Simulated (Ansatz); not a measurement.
One change: `O[SiH2][NH][GeH2][OH]` becomes `O[SiH2]N[SiH2][AlH2]`.

Ansatz, PBE0-D4/def2-TZVP geometries, multiplicity 1. Each molecule was computed in one conformer, which needn't be the lowest.

Scalar relativity is left out up to krypton.

| property | `O[SiH2][NH][GeH2][OH]` |
| --- | --- |
| HOMO–LUMO gap (PBE/def2-TZVPP) / eV | 5.54 |
| HOMO energy (B3LYP/def2-TZVPP) / eV | -7.40 |
| HOMO–LUMO gap (ωB97M-V/def2-TZVPP) / eV | 11.72 |
| size of the dipole moment (ωB97M-V/def2-TZVPP) / D | 3.02 |
| HOMO–LUMO gap (PBE0/def2-TZVPP) / eV | 7.78 |
| size of the dipole moment (PBE/def2-TZVPP) / D | 2.86 |

Q: Give the same properties after the change, and the shifts. (Best estimate.)

A: The calculation gave: 
```tsv
property	`O[SiH2]N[SiH2][AlH2]`	shift
HOMO–LUMO gap (PBE/def2-TZVPP) / eV	3.09	-2.45
HOMO energy (B3LYP/def2-TZVPP) / eV	-6.90	0.50
HOMO–LUMO gap (ωB97M-V/def2-TZVPP) / eV	8.68	-3.04
size of the dipole moment (ωB97M-V/def2-TZVPP) / D	2.12	-0.90
HOMO–LUMO gap (PBE0/def2-TZVPP) / eV	5.00	-2.78
size of the dipole moment (PBE/def2-TZVPP) / D	2.01	-0.85
```

With PBE0 the HOMO rises by 0.52 eV and the LUMO falls by 2.27 eV, so the gap narrows by about 2.79 eV. PBE moves the HOMO by 0.30 eV and ωB97M-V by 0.78 eV. Dipoles are sizes alone; their direction can turn.

B3LYP here is the variant with VWN-RPA as its local correlation; programs differ in this.
